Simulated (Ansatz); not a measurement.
Consider the formal exchange of groups at a Ge–I bond: `[F][GeH2][I]` + `FCCCl` → `[F][GeH2][CH2]Cl` + `FCI`.

Computed with Ansatz on PBE0-D4/def2-TZVP structures; ΔE is electronic, products minus reactants. CCSD(T)/CBS adds triple-zeta CCSD(T) − MP2 to the extrapolated MP2 energy (def2 sets, frozen cores). This one scheme is used for every species. Functionals use def2-TZVPP. B3LYP here is the variant with VWN-RPA as its local correlation; programs differ in this. Elements past krypton have def2 core potentials. For Ge, I outer-core shells are correlated without core-valence functions, which leaves a few kJ/mol of doubt a bond. Scalar relativity is left out up to krypton. Each species was taken in one conformer, which may not be the lowest.

```
             level  ΔE (kJ/mol)  difference from CCSD(T)/CBS
            PBE-D4        120.5                         -3.5
         r2SCAN-D4        127.9                          3.9
           PBE0-D4        130.0                          6.0
          B3LYP-D4        125.2                          1.2
           ωB97X-V        129.7                          5.7
           ωB97M-V        128.7                          4.7
            B2PLYP        127.5                          3.5
               PBE        121.4                         -2.6
            r2SCAN        128.1                          4.1
              PBE0        130.8                          6.8
             B3LYP        126.9                          2.9
     HF/def2-TZVPP        149.3                         25.3
    MP2/def2-TZVPP        126.7                          2.7
SCS-MP2/def2-TZVPP        126.0                          2.0
   CCSD/def2-TZVPP        127.3                          3.3
CCSD(T)/def2-TZVPP        123.7                         -0.3
     HF/def2-QZVPP        149.4                         25.4
    MP2/def2-QZVPP        126.9                          2.9
SCS-MP2/def2-QZVPP        126.4                          2.4
      HF/CBS(def2)        149.4                         25.4
     MP2/CBS(def2)        127.0                          3.0
    CCSD/CBS(def2)        127.5                          3.5
       CCSD(T)/CBS        124.0                            0
```

Largest T1 diagnostic among the species: 0.011.

From PBE to PBE0 (25 % exact exchange), in def2-TZVPP and without D4, ΔE moves by +9.4 kJ/mol. In def2-TZVPP, CCSD(T) changes the Hartree–Fock value by −25.6 kJ/mol (the triples alone add −3.5 kJ/mol) and MP2 by −22.6 kJ/mol.
